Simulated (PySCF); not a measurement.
Computed with B3LYP-D3(BJ)/def2-TZVP // BP86-D3(BJ)/def2-SVP run with PySCF. Isolated molecules, 0 K electronic values unless said otherwise. One relaxed conformer stands for a flexible species; it need not be the lowest. B3LYP has the VWN-RPA correlation part, as in Gaussian. 

Reference species: [Ta(OH)2(NH2)3] (neutral, multiplicity 1).

```json
{
 "HOMO": "-6.54 eV",
 "coordination_number": "5",
 "LUMO": "-0.64 eV",
 "charge on the central atom (Mulliken)": "1.42 e"
}
```

Changed species: [Ta(OH)5] (0 of 5 OH replaced by NH2; the reference has 3 of 5 OH replaced by NH2).

Question: What does the change do to the HOMO, coordination number, LUMO and charge on the central atom (Mulliken)?

Answer: the HOMO decreases by 1.78 eV, to -8.32 eV; the coordination number stays essentially unchanged; the LUMO drops by 0.60 eV, to -1.24 eV; the charge on the central atom (Mulliken) goes up by 0.16 e, to 1.58 e.
